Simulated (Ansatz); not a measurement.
Input for Ansatz (a program for electronic structure): R-wB97X-V/cc-pVTZ on BH3Se (SMILES B[SeH]), a point of a bond scan (R = 1.186 Å).

Ansatz 0.2 input:
```yaml
crystal:
  periodic: [false, false, false]
  atoms:
    - {symbol: B, position_ang: [0.45012458, -0.03983348, -1.50253169]}
    - {symbol: H, position_ang: [-0.28917233, -0.55999492, -2.27043345]}
    - {symbol: H, position_ang: [1.48655015, 0.43721308, -1.81939992]}
    - {symbol: Se, position_ang: [-0.13171131, -0.01087557, 0.31515847]}
    - {symbol: H, position_ang: [1.03018385, 0.69171863, 0.88710390]}
basis:
  gaussian:
    orbitals: cc-pVTZ
    pivot_positions_ang: [[0.45012458, -0.03983348, -1.50253169], [-0.28917233, -0.55999492, -2.27043345], [1.48655015, 0.43721308, -1.81939992], [-0.13171131, -0.01087557, 0.31515847], [1.03018385, 0.69171863, 0.88710390]]
hamiltonian:
  xc: {name: wB97X-V}
scf: {lower_state_search: off}
output: {orbitals: {seedname: ./end}}
```

The head of its log:

```
WARN ansatz: RAYON_NUM_THREADS=1 ignored (pool sized by the plan → 1); use --threads N
Functional definition: wB97X-V
these checks for a lower state are left out or cut short: stability, starts, cluster_reference, orbital_swaps, neighbouring_geometries, increment
integrals: 0.05 GiB planned
803 factors; their error is unknown
integrals: 0.08 GiB planned
182 factors; integrals over basis functions are off by at most 5.9e-6 eV
mean field: 0.49 GiB planned
mean field evaluation 1: about -66069.4185 eV, gradient 1.1e1 eV
mean field evaluation 2: about -66069.7822 eV, gradient 5.7e0 eV
```

**Question.** Predict the final total energy.

**Answer.** -2428.0314 hartree.
